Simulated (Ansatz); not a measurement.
The same ligand exchange along the group Ti, Zr, Hf.

Calculated with Ansatz (gas phase, PBE0-D4/def2-TZVP geometries, no zero-point term in ΔE). CCSD(T)/CBS adds triple-zeta CCSD(T) − MP2 to the extrapolated MP2 energy (def2 sets, frozen cores). This one scheme is used for every species. Functionals use def2-TZVPP. def2 core potentials past Kr. For Hf, Ti, Zr outer-core shells are correlated without core-valence functions, which leaves a few kJ/mol of doubt a bond. Scalar relativity is left out up to krypton. Each species was taken in one conformer, which may not be the lowest.

| reaction | B2PLYP (kJ/mol) | CCSD(T)/CBS(def2) (kJ/mol) |
| --- | --- | --- |
| `[OH][Ti]12345678([Cl])([C@H]9[C@@H]1[C@@H]2[C@@H]3[C@H]94)[C@H]1[C@@H]5[C@@H]6[C@@H]7[C@H]18` + HCl → `[Cl][Ti]12345678([Cl])([C@H]9[C@@H]1[C@@H]2[C@@H]3[C@H]94)[C@H]1[C@@H]5[C@@H]6[C@@H]7[C@H]18` + H₂O | -53 | -58 |
| `[OH][Zr]12345678([Cl])([C@H]9[C@@H]1[C@@H]2[C@@H]3[C@H]94)[C@H]1[C@@H]5[C@@H]6[C@@H]7[C@H]18` + HCl → `[Cl][Zr]12345678([Cl])([C@H]9[C@@H]1[C@@H]2[C@@H]3[C@H]94)[C@H]1[C@@H]5[C@@H]6[C@@H]7[C@H]18` + H₂O | -52 | -61 |
| `[OH][Hf]12345678([Cl])([C@H]9[C@@H]1[C@@H]2[C@@H]3[C@H]94)[C@H]1[C@@H]5[C@@H]6[C@@H]7[C@H]18` + HCl → `[Cl][Hf]12345678([Cl])([C@H]9[C@@H]1[C@@H]2[C@@H]3[C@H]94)[C@H]1[C@@H]5[C@@H]6[C@@H]7[C@H]18` + H₂O | -48 | -56 |

Largest T1 diagnostic: 0.019, for `[OH][Ti]12345678([Cl])([C@H]9[C@@H]1[C@@H]2[C@@H]3[C@H]94)[C@H]1[C@@H]5[C@@H]6[C@@H]7[C@H]18`.
